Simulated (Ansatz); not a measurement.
The lowest singlet and triplet of NH2 (SMILES [NH2+]); geometries from B3LYP-D3(BJ)/def2-TZVP, each state relaxed from the structure named, with no frequency check.
Singlet (charge 1, multiplicity 1):
```xyz
3

N      0.000     0.137     0.022
H     -0.849    -0.482    -0.078
H      0.852    -0.478    -0.078
```

A positive gap puts the triplet lower; no zero-point energy. R- takes a restricted singlet. The triplet is unrestricted in single-reference levels. Active spaces average the two states.

Correlated levels freeze the cores.

Codes used: Ansatz (Gaussian orbitals). Values without a source in brackets are computed.

R-PBE/def2-TZVPP gives 20.43 kcal/mol for the gap E(singlet) − E(triplet), vertical, at the singlet's geometry.

How do the other levels lie against it? Give each less PBE: R-r2SCAN/def2-TZVPP, R-B3LYP/def2-TZVPP, R-wB97M-V/def2-TZVPP, R-B2PLYP/def2-TZVPP, R-MP2/cc-pVQZ, R-CCSD(T)/cc-pVQZ, SC-NEVPT2 on SA-CASSCF(6,6)/cc-pVQZ, FIC-MRCISD+Q on SA-CASSCF(6,6)/cc-pVQZ, FCI/cc-pVDZ.

R-r2SCAN/def2-TZVPP 7.03; R-B3LYP/def2-TZVPP -4.04; R-wB97M-V/def2-TZVPP -7.43; R-B2PLYP/def2-TZVPP -3.22; R-MP2/cc-pVQZ -1.46; R-CCSD(T)/cc-pVQZ -7.00; SC-NEVPT2 on SA-CASSCF(6,6)/cc-pVQZ -7.55; FIC-MRCISD+Q on SA-CASSCF(6,6)/cc-pVQZ -7.90; FCI/cc-pVDZ -4.55 kcal/mol. 1 of 9 lie above PBE; the widest gap is to FIC-MRCISD+Q on SA-CASSCF(6,6)/cc-pVQZ.

Doubts at one or more of the structures used: a restricted determinant that unrestricted orbitals would lower (R-PBE/def2-TZVPP, R-r2SCAN/def2-TZVPP, R-B3LYP/def2-TZVPP, R-wB97M-V/def2-TZVPP, R-B2PLYP/def2-TZVPP, R-MP2/cc-pVQZ, R-CCSD(T)/cc-pVQZ).

Ansatz is a quantum-chemistry and plane-wave program.
